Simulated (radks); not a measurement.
Values are calculated unless marked as measured or tabulated.
All-electron atom: the holmium ion Ho22+ in [Kr] 4d9.

Level of theory: scalar-relativistic Kohn-Sham, PBE, spin-polarised, spherical densities, point nucleus; open shells are filled with parallel spins first (spin-orbit coupling, left out, can overturn this in heavy ions) (a radial shooting solver on a logarithmic mesh with Libxc functionals).

Energy parts (Ry):
total: -24847.5411
kinetic: 26909.4668
electron-nucleus: -58695.9405
Hartree: 7430.3089
exchange-correlation: -491.3763

Orbitals (lengths in bohr, moments of r in powers of bohr):
\begin{tabular}{lrrr}
orbital & occ. & eigenvalue (Ry) & <r^4> \\ \hline
1s up & 1 & -4126.178 & 9.249e-07 \\
1s down & 1 & -4126.178 & 9.249e-07 \\
2s up & 1 & -729.5711 & 0.0001448 \\
2s down & 1 & -729.5146 & 0.0001448 \\
2p up & 3 & -651.6088 & 0.0001097 \\
2p down & 3 & -651.5638 & 0.0001097 \\
3s up & 1 & -199.8421 & 0.005422 \\
3s down & 1 & -199.8157 & 0.005419 \\
3p up & 3 & -176.0192 & 0.005692 \\
3p down & 3 & -175.9895 & 0.005688 \\
3d up & 5 & -145.8992 & 0.004452 \\
3d down & 5 & -145.8528 & 0.004449 \\
4s up & 1 & -74.02149 & 0.1060 \\
4s down & 1 & -73.88696 & 0.1061 \\
4p up & 3 & -65.70062 & 0.1277 \\
4p down & 3 & -65.56813 & 0.1279 \\
4d up & 5 & -54.56506 & 0.1535 \\
4d down & 4 & -54.43439 & 0.1540 \\
\end{tabular}

The highest occupied level is 4d down at -740.62 eV. For comparison, the ionisation energy in NIST's Atomic Spectra Database is 755 eV (theoretical). In exact Kohn-Sham theory the highest level is minus the ionisation energy, but local and semilocal functionals leave it too shallow, through self-interaction and a potential that decays too fast; potentials with the right tail come closer. Spin moment in Bohr magnetons: 1. The density falls to 0.001 e/bohr^3 at r = 1.42 bohr.
